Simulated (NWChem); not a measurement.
# GeNH$_{4}$Br; SMILES [NH2][GeH2][Br]

```xyz
7

Ge     0.3837     0.9169     0.0524
N     -1.1043     1.9899     0.1660
Br    -0.0894    -1.3738    -0.3388
H      1.2204     1.3828    -1.1528
H      1.1161     0.9676     1.4055
H     -1.7196     1.7516     0.9399
H     -1.6536     2.0159    -0.6896
```
Atoms are numbered in this order, from 1.

Results from NWChem. Structure relaxed at the B3LYP/6-31G* (spherical d) level. GIAO values for the isolated, static molecule; σ is the absolute isotropic shielding, δ = σ(reference) − σ with the isolated reference molecule computed at the same levels (1H: tetramethylsilane, 15N: ammonia). Spin-orbit effects, on the heavy nuclei and on their neighbours, are missing.

For level PBE/pcSseg-1:

| Quantity | Value |
|---|---|
| σ Ge1 (ppm) | 1258.4 |
| δ N2 (ppm) | 49.3 |

### Question
What are these values for level KT2/pcSseg-1?

### Answer
| Item | Value |
|---|---|
| σ Ge1 (ppm) | 1324.3 |
| δ N2 (ppm) | 46.3 |
